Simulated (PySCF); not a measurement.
C3H4BCl, SMILES C#CB(C)Cl. Heavy atoms are numbered as in [B:1]([C:2]#[CH:3])([Cl:5])[CH3:6]. Hydrogens are named by the atom that carries them.

The structure is a stationary point at PBE0-D3(BJ)/def2-SVP. The structure was generated by enumeration, and PubChem lists no compound with its InChIKey, so it may never have been made.

The numbers are results of KT2/pcSseg-1 in PySCF, not measurements.

GIAO shieldings, no solvent; atoms alike by connectivity are averaged. δ = σ(ref) − σ: ¹¹B against BF3 (σ = 89.8 ppm); ¹³C against TMS (σ = 185.1 ppm); ¹H against TMS (σ = 31.47 ppm); ³⁵Cl against HCl (σ = 945.4 ppm), references at their B3LYP-D3(BJ)/def2-TZVP geometries, non-relativistic (without spin–orbit terms, shifts of atoms bonded to Cl or Br come out too high).

```json
[
 {"nucleus": "¹¹B", "atoms": "B1", "count": "1", "δ (ppm)": "43.3"},
 {"nucleus": "¹³C", "atoms": "C3 (CH)", "count": "1", "δ (ppm)": "107.5"},
 {"nucleus": "¹³C", "atoms": "C2", "count": "1", "δ (ppm)": "90.0"},
 {"nucleus": "¹³C", "atoms": "C6 (CH3)", "count": "1", "δ (ppm)": "19.4"},
 {"nucleus": "¹H", "atoms": "H on C3", "count": "1", "δ (ppm)": "4.29"},
 {"nucleus": "¹H", "atoms": "H on C6", "count": "3", "δ (ppm)": "1.43"},
 {"nucleus": "³⁵Cl", "atoms": "Cl5", "count": "1", "δ (ppm)": "327.5"}
]
```
